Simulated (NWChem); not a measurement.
# C$_{4}$H$_{7}$N; SMILES CN1C=CC1

```xyz
12

C      0.0384     1.7567     0.1819
N      0.0325     0.4356    -0.4126
C      0.9914    -0.5501    -0.0667
C      0.1047    -1.5473     0.2109
C     -1.0228    -0.5633    -0.0522
H     -0.8170     2.3479    -0.2045
H      0.9682     2.2856    -0.1126
H     -0.0138     1.7533     1.3006
H      2.0860    -0.4229    -0.1049
H      0.1581    -2.6341     0.3383
H     -1.6143    -0.2537     0.8368
H     -1.7130    -0.7888    -0.8944
```
Atoms are numbered in this order, from 1.

All runs: NWChem. All runs use the structure optimised with PBE-D3(BJ)/def2-SVP. Level: M05-2X/def2-SVP with SMD (1 M gas to 1 M solution), gas-phase geometry.

Q: Estimate the computed values for solvent cyclohexane. Quantities: solvation free energy (kcal/mol); cavity-dispersion-structure term (kcal/mol); dipole in solution (D).

A: The solvation free energy (kcal/mol) comes out as -4.3. The cavity-dispersion-structure term (kcal/mol) is -2.3 and the dipole in solution (D) is 0.95.
